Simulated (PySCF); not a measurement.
C2BrCl2F, SMILES C(=C(\Cl)F)(/Br)Cl.

The structure is a stationary point at PBE0-D3(BJ)/def2-SVP. The structure was generated by enumeration; whether it is a known compound was not checked.

Level of theory: PySCF with TDA-PBE0/def2-SVPD.

Vertical excitations. Gas-phase values at a fixed geometry. State labels are in the subgroup Cs.

Computed UV-visible absorptions:
```json
[
 {"state": "S1", "symmetry": "A\"", "energy (eV)": "4.93", "λ (nm)": "251", "f": "0.000", "main pairs": "HOMO→LUMO 97 %"},
 {"state": "S2", "symmetry": "A\"", "energy (eV)": "5.67", "λ (nm)": "219", "f": "0.000", "main pairs": "HOMO→LUMO+2 96 %"},
 {"state": "S3", "symmetry": "A'", "energy (eV)": "6.35", "λ (nm)": "195", "f": "0.063", "main pairs": "HOMO−1→LUMO 82 %, HOMO→LUMO+1 13 %"},
 {"state": "S4", "symmetry": "A'", "energy (eV)": "6.49", "λ (nm)": "191", "f": "0.405", "main pairs": "HOMO→LUMO+1 72 %, HOMO−1→LUMO 14 %"},
 {"state": "S5", "symmetry": "A\"", "energy (eV)": "6.56", "λ (nm)": "189", "f": "0.000", "main pairs": "HOMO−1→LUMO+1 99 %"},
 {"state": "S6", "symmetry": "A\"", "energy (eV)": "6.64", "λ (nm)": "187", "f": "0.011", "main pairs": "HOMO→LUMO+3 96 %"},
 {"state": "S7", "symmetry": "A\"", "energy (eV)": "6.90", "λ (nm)": "180", "f": "0.000", "main pairs": "HOMO−2→LUMO 95 %"},
 {"state": "S8", "symmetry": "A\"", "energy (eV)": "7.15", "λ (nm)": "173", "f": "0.022", "main pairs": "HOMO→LUMO+4 93 %"},
 {"state": "S9", "symmetry": "A'", "energy (eV)": "7.30", "λ (nm)": "170", "f": "0.084", "main pairs": "HOMO−2→LUMO+1 55 %, HOMO−1→LUMO+2 32 %"},
 {"state": "S10", "symmetry": "A'", "energy (eV)": "7.42", "λ (nm)": "167", "f": "0.015", "main pairs": "HOMO−1→LUMO+2 50 %, HOMO−3→LUMO 27 %, HOMO−2→LUMO+1 16 %"},
 {"state": "T1", "symmetry": "A'", "energy (eV)": "3.72", "λ (nm)": "334", "f": "0", "main pairs": "HOMO→LUMO+1 95 %"},
 {"state": "T2", "symmetry": "A\"", "energy (eV)": "4.40", "λ (nm)": "282", "f": "0", "main pairs": "HOMO→LUMO 96 %"},
 {"state": "T3", "symmetry": "A\"", "energy (eV)": "5.19", "λ (nm)": "239", "f": "0", "main pairs": "HOMO→LUMO+2 93 %"},
 {"state": "T4", "symmetry": "A'", "energy (eV)": "5.58", "λ (nm)": "222", "f": "0", "main pairs": "HOMO−1→LUMO 90 %"}
]
```
Triplets are in the Tamm–Dancoff approximation.
